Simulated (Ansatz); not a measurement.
Several settings on one geometry of 1-ethyl-3-methylimidazolium trifluoroacetate (C₈H₁₁F₃N₂O₂) (that of the charge 0 singlet, PBE0-D4/def2-SVP). Ansatz on 4 threads of Arm Neoverse V2 on a shared host; times are rough.

```xyz
26

C     3.0141    0.9181    1.0609
C     2.1436   -0.3195    0.9648
N     0.7779   -0.0786    1.4212
C     0.3367    0.0507    2.7187
C    -1.0040    0.2887    2.6503
N    -1.3426    0.3002    1.3150
C    -2.6679    0.5033    0.7497
C    -0.2497    0.0800    0.5841
H     4.0266    0.6869    0.7002
H     3.0977    1.2821    2.0965
H     2.6090    1.7279    0.4365
H     2.0577   -0.6608   -0.0774
H     2.5532   -1.1497    1.5600
H     0.9974   -0.0448    3.5761
H    -1.7385    0.4400    3.4366
H    -2.6085    0.2590   -0.3272
H    -2.9797    1.5471    0.8953
H    -3.3815   -0.1665    1.2481
H    -0.1430   -0.0058   -0.5525
O    -1.9810   -0.3846   -2.1154
C    -0.8543   -0.5163   -2.6006
O     0.2653   -0.3238   -2.0680
C    -0.7647   -0.9936   -4.0716
F    -0.0782   -0.1192   -4.8175
F    -0.1265   -2.1700   -4.1472
F    -1.9591   -1.1508   -4.6366
```

Totals from different functionals, basis sets or treatments of relativity can't be compared as stabilities.

The 6-31G sets use Cartesian d functions. Correlated methods freeze 15 core orbitals.

The spins typed aren't always the lowest for that charge.

Q: Give the basis size and estimate the energy, ⟨S²⟩ and time of these runs.

| run | method | charge | state | further keys |
| --- | --- | --- | --- | --- |
| 1 | UKS PBE0-DH/def2-SVP | 1 | doublet | forces asked |
| 2 | RKS ωB97/cc-pVDZ | 0 | singlet | point_charges: [{charge: 2.00, position_ang: [8.844, -0.900, 0.169]}]; scf: {omitted_lower_state_checks: [starts]} |
| 3 | RKS B2PLYP/6-31G* | 0 | singlet | scf: {omitted_lower_state_checks: [starts]} |
| 4 | UKS revPBE/def2-SVPD | 1 | doublet | fitting: {mean_field: cc-pVTZ-jkfit}; scf: {omitted_lower_state_checks: [starts]}; forces asked |

A: 
```json
{"run": "1", "functions": "265", "energy (Eh)": "-868.9810", "⟨S²⟩": "0.76", "wall time": "3.3 min"}
{"run": "2", "functions": "265", "energy (Eh)": "-870.8733", "⟨S²⟩": "–", "wall time": "17 s"}
{"run": "3", "functions": "247", "energy (Eh)": "-870.1244", "⟨S²⟩": "–", "wall time": "16 s"}
{"run": "4", "functions": "403", "energy (Eh)": "-869.8134", "⟨S²⟩": "0.75", "wall time": "27 s"}
```
